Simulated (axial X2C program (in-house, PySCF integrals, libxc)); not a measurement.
**SI⁻: from Re and ωe to a spectrum**

A bond curve at the CCSD(T) level, 2c, was computed with an axial X2C code built on PySCF integrals (basis I dyall-acv3z [12s13p9d5f1g], S dyall-av3z [9s8p3d2f] (cores contracted in-house)) for the state Ω = 0 (closed shell). Its fit gives Re = 2.4380 Å, ωe = 330.0 cm⁻¹, ωexe = 1.35 cm⁻¹ and αe = 5.898e-04 cm⁻¹; the masses are 126.9045 and 31.9721 u. Two-component means X2C with spin–orbit coupling and atomic mean-field Coulomb and Gaunt terms.

Correlated methods: 14 electrons correlated (number of frozen shells: I 4 s, 3 p, 2 d; S 2 s, 1 p), 276 virtual spin orbitals or spinors in MP2, 90 natural virtuals in coupled cluster.

**Question.** Find the reduced mass, Be and the force constant.

**Answer.** From the CCSD(T) values: μ = 25.5381 u. Be = 16.8576/(μ Re²) = 0.1111 cm⁻¹. k = 5.8918×10⁻⁷ μ ωe² = 1.64 mdyn/Å.

**Question.** Where do the fundamental and the first overtone lie?

**Answer.** ν(1←0) = ωe − 2ωexe = 327.3 cm⁻¹; ν(2←0) = 2ωe − 6ωexe = 651.9 cm⁻¹.

**Question.** Estimate the centrifugal constant by the Kratzer relation.

**Answer.** D = 4Be³/ωe² = 5.03e-08 cm⁻¹.

**Question.** Give B0, the J = 1←0 line in GHz and the most populated J at 300 K (kT = 208.5 cm⁻¹).

**Answer.** B0 = Be − αe/2 = 0.1108 cm⁻¹; 2B0 = 6.641 GHz; J(max) ≈ √(kT/2B0) − 1/2 = 30.2, so J = 30.

**Question.** Estimate De from a Morse curve and compare with the computed well depth of 1.617 eV to I- + S.

**Answer.** De(Morse) = ωe²/(4ωexe) = 2.500 eV against 1.617 eV computed, a ratio of 1.55. The extrapolation overshoots: the well softens faster than a Morse curve, or the lowest atomic limit lies below the one to which the curve heads.

The state is a single determinant with fixed occupations, the lowest that a limited PBE0 search found. De is counted from the lowest determinant-based energies of the atoms at the same level, without counterpoise correction. Coupled cluster ran in a truncated set of natural virtual spinors; the MP2 energy of the rest was added. (T) has no such correction and the atoms are truncated less, which lowers De at CCSD(T) by a hundredth of an eV or more.
